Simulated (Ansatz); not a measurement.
`C[O][Al]([OH])[Cl]` + HBr → `[OH][Al]([Cl])[Br]` + CH₃OH at 600 K and 1 bar (ligand exchange at the Al–O bond).

Computed with Ansatz on PBE0-D4/def2-TZVP structures; ΔE is electronic, products minus reactants. CBS: MP2 limit from def2 TZ/QZ plus the TZ coupled-cluster correction, frozen cores. This one scheme is used for every species. For Br outer-core shells are correlated without core-valence functions, which leaves a few kJ/mol of doubt a bond. Scalar relativity is left out up to krypton. Each species was taken in one conformer, which may not be the lowest.

```csv
species,CCSD(T)/CBS energy (Eh),H − E (kJ/mol),S (J/(mol·K))
`C[O][Al]([OH])[Cl]`,-892.77869,211.5,449.4
HBr,-2573.91920,33.5,219.1
`[OH][Al]([Cl])[Br]`,-3351.09145,87.9,396.2
CH₃OH,-115.61712,163.6,277.3
```

H − E and S are ideal-gas, rigid-rotor, harmonic terms from PBE0-D4/def2-TZVP, for one conformer and one mirror image of each species. 1 Eh = 2625.50 kJ/mol, R = 8.31446 J/(mol·K).

Question: By hand: ΔE, ΔH, ΔS and ΔG.

Answer: ΔE = (-3351.09145) + (-115.61712) − (-892.77869) − (-2573.91920) = -0.01068 Eh = -28.0 kJ/mol. Δ(H − E) = 87.9 + 163.6 − 211.5 − 33.5 = 6.5, so ΔH = -21.5 kJ/mol. ΔS = 396.2 + 277.3 − 449.4 − 219.1 = 5.0 J/(mol·K). ΔG = -21.5 − 600 × (5.0)/1000 = -24.5 kJ/mol.

Question: By hand: the equilibrium constant, and the temperature at which ΔG would vanish if ΔH and ΔS stayed fixed.

Answer: log₁₀ K = −ΔG/(RT ln 10) = 2.1. ΔH and −TΔS have one sign here, so there is no such temperature.

The number of gas molecules stays the same, so ΔS is small and ΔH decides. A doubt of 5 kJ/mol in ΔE shifts log₁₀ K by 0.4 here. Other conformers and mirror images would add mixing entropy, several J/(mol·K) or more a flexible species. These are equilibria of isolated gas molecules and say nothing of rates. Largest T1 diagnostic: 0.011 (customary marks: 0.02 for closed shells, 0.045 for open ones).

ΔS is within the doubt of such terms, so its sign, and with it that verdict, could turn.
